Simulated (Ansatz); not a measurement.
`OB[SiH2][AlH2]` → `O[BH][AlH2]` + `[SiH2]` at 400 K and 1 bar (silylene formation by 1,1-elimination).

Gas-phase electronic energies from Ansatz, PBE0-D4/def2-TZVP geometries. CBS: MP2 limit from def2 TZ/QZ plus the TZ coupled-cluster correction, frozen cores. This one scheme is used for every species. One conformer a species, not always the lowest.

| species | CCSD(T)/CBS energy (Eh) | H − E (kJ/mol) | S (J/(mol·K)) |
| --- | --- | --- | --- |
| `OB[SiH2][AlH2]` | -634.67870 | 187.1 | 403.8 |
| `O[BH][AlH2]` | -344.38728 | 130.2 | 321.1 |
| `[SiH2]` | -290.19011 | 44.2 | 218.1 |

H − E and S are ideal-gas, rigid-rotor, harmonic terms from PBE0-D4/def2-TZVP, for one conformer and one mirror image of each species. 1 Eh = 2625.50 kJ/mol, R = 8.31446 J/(mol·K).

By hand: ΔE, ΔH, ΔS and ΔG.

ΔE = (-344.38728) + (-290.19011) − (-634.67870) = 0.10131 Eh = 266.0 kJ/mol. Δ(H − E) = 130.2 + 44.2 − 187.1 = -12.7, so ΔH = 253.3 kJ/mol. ΔS = 321.1 + 218.1 − 403.8 = 135.4 J/(mol·K). ΔG = 253.3 − 400 × (135.4)/1000 = 199.1 kJ/mol.

By hand: the equilibrium constant, and the temperature at which ΔG would vanish if ΔH and ΔS stayed fixed.

log₁₀ K = −ΔG/(RT ln 10) = -26.0. ΔG = 0 at ΔH/ΔS = 1871 K.

The number of gas molecules changes by +1, which sets the sign of ΔS. A doubt of 5 kJ/mol in ΔE shifts log₁₀ K by 0.7 here. Other conformers and mirror images would add mixing entropy, several J/(mol·K) or more a flexible species. Modes under 60 cm⁻¹, often nearly free rotors, make the harmonic entropy too high. These are equilibria of isolated gas molecules and say nothing of rates. Largest T1 diagnostic: 0.015 (customary marks: 0.02 for closed shells, 0.045 for open ones).
